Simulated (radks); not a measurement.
The boron ion B+ inside a hard spherical wall (all orbitals vanish at R), configuration held at [He] 2s2 and not refilled when levels cross. All-electron calculation, scalar-relativistic Kohn-Sham, LDA (Slater exchange, VWN5 correlation), spin-polarised, spherical densities, point nucleus. Program: a radial shooting solver on a logarithmic mesh with Libxc functionals. Eigenvalues in eV for spin up, with the zero of energy where the potential of the charges vanishes at infinity; a dash marks a level that is unbound or too diffuse for the functional's potential to be trusted. A positive occupied level is held by the wall or, in an anion where self-interaction has pushed it up, behind a barrier. The pressure on the wall is -dE/dV.

R (bohr)  E (hartree)  kinetic (hartree)    e(1s)    e(2s)  e(2p, empty)  e(3s, empty)  pressure (GPa)
free        -24.04577             23.899  -191.74  -19.413       -13.457        -4.242               0
15          -24.04577             23.899  -191.74  -19.413       -13.457        -4.239        < 0.0001
7           -24.04567             23.900  -191.73  -19.406       -13.445        -2.637          0.0104
6           -24.04495             23.908  -191.67  -19.367       -13.388        -0.813           0.110
5           -24.03966             23.952  -191.38  -19.156       -13.107         3.395            1.12
2           -22.31376             29.153  -172.62   11.505        13.265        153.03            2050
1.5         -18.95368             36.564  -156.32   63.460        48.609        330.00           12300
